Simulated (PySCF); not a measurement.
**Question.** What does the PBE0-D3(BJ)/def2-SVP structure of InChI=1S/C6H13S/c1-4-6(3)7-5-2/h6H,2,4-5H2,1,3H3/t6-/m1/s1 look like in three dimensions? (Doublet state.)

**Answer.** 
```
atom  x, y, z in Å
C1     2.9058    0.5713    0.4291
C2     2.5420   -0.5044   -0.5074
S3     1.0023   -0.1490   -1.4592
C4    -0.2403    0.0125   -0.1266
C5    -0.4500   -1.2933    0.6200
C6    -1.5090    0.5484   -0.7906
C7    -2.6318    0.8692    0.1838
H8     3.2781    1.5241    0.0451
H9     2.6327    0.5159    1.4857
H10    3.2877   -0.6181   -1.3111
H11    2.4410   -1.4812   -0.0106
H12    0.1351    0.7823    0.5702
H13   -0.8382   -2.0691   -0.0585
H14    0.4877   -1.6668    1.0576
H15   -1.1639   -1.1662    1.4492
H16   -1.2410    1.4555   -1.3571
H17   -1.8570   -0.1862   -1.5387
H18   -2.3014    1.5855    0.9534
H19   -3.0028   -0.0286    0.7012
H20   -3.4873    1.3196   -0.3416
```

Any rigid rotation of these coordinates is as good. Atoms count from 1 in this order. C1 (carbon bonded to C and 2 H) is almost planar (angles 121.1°, 119.9° and 118.0°, sum 358.9°, 0.07 Å off the plane of its three neighbours). The C–C distances run from 1.472 Å (C1–C2, drawn single) to 1.529 Å (C4–C6, drawn single), a spread of 0.057 Å. Of the pairs four or more bonds apart, H11···H14 is among the closest relative to their van der Waals radii: 2.23 Å, 93 % of the sum of Bondi's values.

Bonds between heavy atoms (Å): C1–C2 1.472, C2–S3 1.845, S3–C4 1.829, C4–C5 1.519, C4–C6 1.529, C6–C7 1.521.

The calculation used PySCF 2.14.0, PBE0-D3(BJ)/def2-SVP geometry optimisation, gas phase.

Point group: C1 (no symmetry element, even within 0.4 Å). Stationary, but not proved a minimum. ⟨S²⟩ = 0.756 (exact for a doublet: 0.75). Torsions: H–C1–C2–S3 -71° and 97°, C1–C2–S3–C4 -61°, C2–S3–C4–C5 -65°, S3–C4–C6–C7 -175°.

The run took 2.9 min of wall time on an x86-64 server with one thread, on a shared host. These figures are those of the optimisation.

One conformer stands for the species.
